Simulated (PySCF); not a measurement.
**Two-component Hartree-Fock for Tb⁵²⁺ (terbium, charge +52)**

Start: [Ne] 3s2 3p1; 3p1/2 filled at m_j = +1/2. Calculated with PySCF 2.14 in an even-tempered Gaussian basis (18 s from 14 bohr⁻², ratio 2.4; 14 p from 18 bohr⁻², ratio 2.4; 4 d from 62 bohr⁻², ratio 2.6; 4 f from 92 bohr⁻², ratio 2.6): generalised Hartree-Fock with the X2C-1e Hamiltonian and a Gaussian nucleus; one run each with spin-orbit coupling (SO) switched off, then screened by Boettger's factors.

```tsv
spinor shell	electrons	ε, spin-free (eV)	ε, screened SO (eV)	weight of nominal j (screened SO)	rms radius, screened SO (bohr)
1s1/2	2	-56128.4	-56114.6	1.000	0.0244
2s1/2	2	-12440.0	-12434.5	1.000	0.0972
2p1/2	2	-11482.4	-12026.7	1.000	0.0830
2p3/2	4	-11482.4	-11246.5	1.000	0.0892
3s1/2	2	-5005.6	-5003.5	1.000	0.233
3p1/2	1	-4742.6	-4883.0	1.000	0.221
```

| quantity | spin-free | screened SO |
| --- | --- | --- |
| E (hartree) | -8867.03960 | -8878.69730 |
| M_J | 1/2 | 1/2 |
| ⟨J²⟩ | 1.098 | 0.751 |
| ⟨L²⟩ | 2.002 | 2.017 |
| ⟨S²⟩ | 0.751 | 0.766 |

Each row is a mean over spinors that exchange with the open shell spreads, by up to 17.520 eV (2p1/2).

Breit and QED terms are absent; they matter most for the inner s and p1/2 levels.

Densities and radii are taken from the X2C orbitals without a picture-change correction, which distorts them close to the nucleus.

Without spin-orbit coupling the j labels of p, d and f shells carry no meaning; the spin-free column gives the mean over the occupied spinors of each nl shell, and its ⟨J²⟩ belongs to a mixture of degenerate components.
